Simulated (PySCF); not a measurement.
Gas-phase reaction: 3 SnH2Cl2 ⇌ 2 SnCl2 + SnH4 + 2 HCl

Energies from PySCF, thermal terms from the rigid-rotor harmonic-oscillator model, ideal gas at 1 bar. † marks an energy on the PBE0/def2-TZVP geometry and frequencies; other levels use their own. CCSD(T) freezes the core. All species are closed-shell singlets. Sn: scalar-relativistic def2 core potential, no spin-orbit coupling. SnH2Cl2: computed as isolated molecules; such fragments, hydroxides, amides, oligomers or adducts are transient or little studied in the gas. CCSD(T) isn't extrapolated to the basis-set limit; its ΔH°(298 K) is 95.8 kJ in def2-SVP and 91.6 kJ in def2-TZVPP. The harmonic model lacks anharmonicity and excited electronic states, which grow with temperature; levels with a mode under 35 cm⁻¹ are left out. Soft modes under 120 cm⁻¹ make the harmonic entropy rough for SnH2Cl2, SnCl2.

| level | ΔE electronic, kJ | ΔH°(298 K), kJ | ΔS°(298 K), J/K | ΔG°(1400 K), kJ |
|---|---|---|---|---|
| BLYP/def2-TZVP† | -5 | -9 | 270 | -369 |
| CCSD(T)/def2-TZVPP† | 96 | 92 | 270 | -269 |
| HF/def2-TZVP† | 118 | 114 | 270 | -247 |
| M06-2X/def2-TZVP† | 134 | 130 | 270 | -231 |
| PBE/def2-SVP | 57 | 54 | 269 | -304 |
| PBE0/def2-SVP† | 88 | 84 | 270 | -276 |
| r2SCAN/def2-TZVP† | 99 | 94 | 270 | -266 |
| LDA/def2-TZVP† | 106 | 102 | 270 | -259 |
ΔH° is lowest at BLYP/def2-TZVP† and highest at M06-2X/def2-TZVP†. No reference value is set beside these.
